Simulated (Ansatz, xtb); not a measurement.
Two isomers of C4H5NO2Si

Structure a: `O=Cc1ncoc1[SiH3]`, a singlet. Structure b: `O=Cc1nc([SiH3])co1`, a singlet. Both are isolated molecules in the gas phase, relaxed with r2SCAN-D4/def2-SVP; each stands in its lowest conformer found.

Quicker runs give these differences E(b) − E(a): GFN2-xTB +0.340 eV; HF/STO-3G +0.021 eV (at GFN2-xTB geometries); r2SCAN-D4/def2-SVP//GFN2-xTB +0.134 eV.

**Question.** Estimate E(b) − E(a) at the level CCSD(T)/def2-SVP + ΔMP2/def2-TZVPP.

**Answer.** Calculated at CCSD(T)/def2-SVP + ΔMP2/def2-TZVPP: E(b) − E(a) = +0.165 eV, so structure a lies lower.

How the difference moves with the method:

```tsv
level	geometry	E(b) − E(a) (eV)	departure from the last row (eV)	job, with rough time for the two
GFN2-xTB	GFN2-xTB	+0.340	+0.175	optimisation, 0.19 s
HF/STO-3G	GFN2-xTB	+0.021	−0.144	single point, 0.52 s
r2SCAN-D4/def2-SVP//GFN2-xTB	GFN2-xTB	+0.134	−0.031	single point, 3.5 s
r2SCAN-D4/def2-SVP	r2SCAN-D4/def2-SVP	+0.191	+0.026	optimisation, 39 s
HF/def2-SVP	r2SCAN-D4/def2-SVP	+0.187	+0.022	part of the CCSD(T) run
MP2/def2-SVP	r2SCAN-D4/def2-SVP	+0.183	+0.018	part of the CCSD(T) run
CCSD(T)/def2-SVP	r2SCAN-D4/def2-SVP	+0.201	+0.036	single point
CCSD(T)/def2-SVP + ΔMP2/def2-TZVPP	r2SCAN-D4/def2-SVP	+0.165		single point, 62 s
```

As drawn, both hold the same kinds of bond in the same numbers.

HF/STO-3G finds them nearly level. The largest departure from CCSD(T)/def2-SVP + ΔMP2/def2-TZVPP is that of GFN2-xTB, 0.175 eV. The last row adds to CCSD(T) the change of the MP2 difference between the two basis sets, here −0.036 eV.

With thermal terms from frequencies at re-optimised GFN2-xTB minima (ideal gas, soft modes damped towards free rotors, one conformer each, 298.15 K, 1 atm): the zero-point term adds −0.032 eV; ΔH is +0.148 and ΔG +0.101 eV.

The correlated steps freeze 12 core orbitals. Codes used: Ansatz 0.2.0, xtb 6.7.1; the last row on 2 threads of Intel(R) Xeon(R) 6975P-C (Granite Rapids) on a shared host.
